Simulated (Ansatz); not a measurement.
Computed with Ansatz.

Basis-set series for CH7BOSi (`BC(O)[SiH3]`). Charge 0, multiplicity 1. The structure was optimised at the PBE0-D4/def2-TZVP level. It is one conformer, not always the lowest.

```tsv
functional	basis	functions	energy (Eh)	HOMO (eV)	LUMO (eV)
PBE0-D4	def2-SVP	95	-431.35140	-7.52	-1.09
PBE0-D4	def2-TZVPP	233	-431.61944	-7.67	-1.20
ωB97M-V	def2-SVP	95	-431.53711	-9.75	0.93
ωB97M-V	def2-TZVPP	233	-431.81410	-9.92	0.69
```

Task: Give the rows for def2-QZVPP. (An estimate is asked.)

Result: The calculation gave: 
```json
{"functional": "PBE0-D4", "basis": "def2-QZVPP", "functions": "451", "energy (Eh)": "-431.63789", "HOMO (eV)": "-7.70", "LUMO (eV)": "-1.24"}
{"functional": "ωB97M-V", "basis": "def2-QZVPP", "functions": "451", "energy (Eh)": "-431.83145", "HOMO (eV)": "-9.94", "LUMO (eV)": "0.58"}
```

Positive LUMOs are unbound and depend on the basis.
